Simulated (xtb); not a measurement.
ammonium (H4N), SMILES [NH4+], charge +1. All values are semi-empirical tight-binding results from xtb (GFN2-xTB unless named), good for trends rather than for accurate numbers. The structure is a stationary point at GFN2-xTB.

Computed properties:
```yaml
point_group_as_xtb_finds_it: Td
orbital_gap: 14.58 eV
zero_point_energy: 28.5 kcal/mol
G − E(el) at 298.15 K (modified RRHO): 17.7 kcal/mol
static polarisability (D4 model): 12.8 bohr³
solvation energy, GFN2-xTB/ALPB(water): -86.4 kcal/mol
solvation energy, GFN2-xTB/ALPB(thf): -71.1 kcal/mol
```

Problem. Give the IR lines (harmonic; lines under 4 % of the strongest left out, lines within 3 cm⁻¹ merged). (Estimate from the structure and the level; the computed values follow.)

Solution. ν (cm⁻¹): 1339 (vs), 3267 (s) (against the strongest line: vs over 80 %, s over 45 %, m over 15 %, w over 4 %, vw less)
